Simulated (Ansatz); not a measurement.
Relaxation of CH2BFO (6 atoms, charge 0, multiplicity 1), to a largest force component of 0.02 eV/Å in at most 50 steps.

The calculation used RKS PBE-D4/def2-SVP (Ansatz 0.2.0).

```xyz
6
Properties=species:S:1:pos:R:3
F -0.828 -1.970 0.687
B -0.326 -0.861 -0.126
C 0.325 0.555 -0.009
O -0.483 0.355 -0.993
H 1.394 0.627 -0.406
H -0.039 1.230 0.801
```

Where does it end, and by what steps?

It converged. After 8 steps the energy has fallen by 2.330 eV; O4 moved furthest, 0.32 Å.

```csv
step,energy less start (eV),largest force component (eV/Å),accepted
0,0.0000,6.376,yes
1,-1.6777,3.159,yes
2,-2.1605,2.482,yes
3,-2.3071,0.472,yes
4,-2.3214,0.271,yes
5,-2.3244,0.293,yes
6,-2.3289,0.121,yes
7,-2.3298,0.040,yes
8,-2.3299,0.007,yes
```

```xyz
6
Properties=species:S:1:pos:R:3
F -0.784 -1.966 0.414
B -0.389 -0.765 0.038
C 0.401 0.528 0.102
O -0.664 0.096 -0.945
H 1.405 0.640 -0.347
H 0.073 1.403 0.692
```

Whether the end is a true minimum wasn't checked by a vibrational analysis.

Run time: 13 s on 1 thread of Intel(R) Xeon(R) Processor @ 2.70GHz, with other jobs on the host, peak memory 0.16 GiB.
